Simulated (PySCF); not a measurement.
Computed IR spectrum (relative IR intensity) of a molecule C3H9ClOSi. Coordinates come from a ωB97X-D3(BJ)/def2-SVP optimisation. One conformer was computed; it need not be the lowest. Computed with ωB97X-D3(BJ)/def2-SVP run with PySCF. Frequencies are harmonic and unscaled.

Lines under 2 % of the strongest are left out, and lines within 2 cm⁻¹ are merged.

```json
[
 {"ν (cm⁻¹)": "319", "relative intensity": "65"},
 {"ν (cm⁻¹)": "487", "relative intensity": "6.0"},
 {"ν (cm⁻¹)": "570", "relative intensity": "39"},
 {"ν (cm⁻¹)": "688", "relative intensity": "12"},
 {"ν (cm⁻¹)": "714", "relative intensity": "11"},
 {"ν (cm⁻¹)": "778", "relative intensity": "4.0"},
 {"ν (cm⁻¹)": "882", "relative intensity": "100"},
 {"ν (cm⁻¹)": "897", "relative intensity": "15"},
 {"ν (cm⁻¹)": "921", "relative intensity": "23"},
 {"ν (cm⁻¹)": "976", "relative intensity": "48"},
 {"ν (cm⁻¹)": "1023", "relative intensity": "16"},
 {"ν (cm⁻¹)": "1060", "relative intensity": "4.6"},
 {"ν (cm⁻¹)": "1125", "relative intensity": "3.2"},
 {"ν (cm⁻¹)": "1164", "relative intensity": "41"},
 {"ν (cm⁻¹)": "1186", "relative intensity": "2.9"},
 {"ν (cm⁻¹)": "1281", "relative intensity": "6.7"},
 {"ν (cm⁻¹)": "1379", "relative intensity": "6.2"},
 {"ν (cm⁻¹)": "1395", "relative intensity": "3.1"},
 {"ν (cm⁻¹)": "1426", "relative intensity": "8.4"},
 {"ν (cm⁻¹)": "1437", "relative intensity": "12"},
 {"ν (cm⁻¹)": "1476", "relative intensity": "2.0"},
 {"ν (cm⁻¹)": "2259", "relative intensity": "50"},
 {"ν (cm⁻¹)": "2288", "relative intensity": "41"},
 {"ν (cm⁻¹)": "3034", "relative intensity": "20"},
 {"ν (cm⁻¹)": "3055", "relative intensity": "18"},
 {"ν (cm⁻¹)": "3102", "relative intensity": "9.3"},
 {"ν (cm⁻¹)": "3115", "relative intensity": "21"},
 {"ν (cm⁻¹)": "3877", "relative intensity": "16"}
]
```

Which molecule gave these data?
(A) CC(C)O[SiH2]Cl
(B) O[SiH2]CCCCl
(C) C[C@H](CCl)[SiH2]O
(D) OCCC[SiH2]Cl

D, OCCC[SiH2]Cl
